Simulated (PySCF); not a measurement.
# Electron correlation in Rh+ (rhodium, charge +1)

[Kr] 4d7 5s1, high-spin 5F determinant (an excited configuration). Computed with PySCF 2.14 in def2-TZVPPD with the def2 core potential (28 electrons), with scalar relativity through the core potential. Frozen: nothing; 16 electrons correlated.

| level | correlation energy (mhartree) |
| --- | --- |
| CCSD | -467.40 |
| (T) | -11.53 |
| CCSD(T) | -478.93 |

Diagnostics: T1 = 0.0088, D1 = 0.0372, largest double amplitude 0.024.

Q: Is a single reference adequate?

A: Yes, within this model without spin-orbit coupling: T1 lies below 0.03 and no double amplitude reaches 0.07.

The basis has no tight functions for the innermost shells, so their pair energies are far from complete.

This basis was not built for core-valence correlation, so the inner-shell part is incomplete.
